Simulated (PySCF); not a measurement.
Coordinates in bohr (charge 0 multiplicity 2):
```
Hf    0.0000    0.0000    0.0000
I     5.0835    0.0000    0.0000
I    -2.5417    4.4024    0.0000
I    -2.5417   -4.4024    0.0000
```

All numbers come from UPBE0 in PySCF with Hf def2-SVP with ECP60, I def2-SVP with ECP28; scalar-relativistic core potentials, no spin–orbit coupling; density-fitted integrals.

This geometry of HfI₃ is a stationary point at this level.

(1) What is the point group?

(2) Is it a minimum?

(3) Which band is strongest in the infrared?

(4) Give the ideal-gas entropy at 298.15 K and 1 bar by parts.

(5) What is the atomisation energy, with and without zero-point energy?

Results:

(1) D3h.

(2) Yes: all harmonic wavenumbers are real, though the softest, 40 cm⁻¹, leaves little margin.

(3) 219 cm⁻¹ (e'), 72 km/mol.

(4) translation 187.8, rotation 126.7, vibration 93.0, spin 5.8; total 413.2 J/(mol K).

(5) 1104 kJ/mol without, 1100 kJ/mol with.

Other isomers or separated fragments may lie lower. Open d and f shells are described by one determinant, and the ground state may have another occupation or spin. With an element this heavy the missing spin–orbit coupling can shift these numbers.
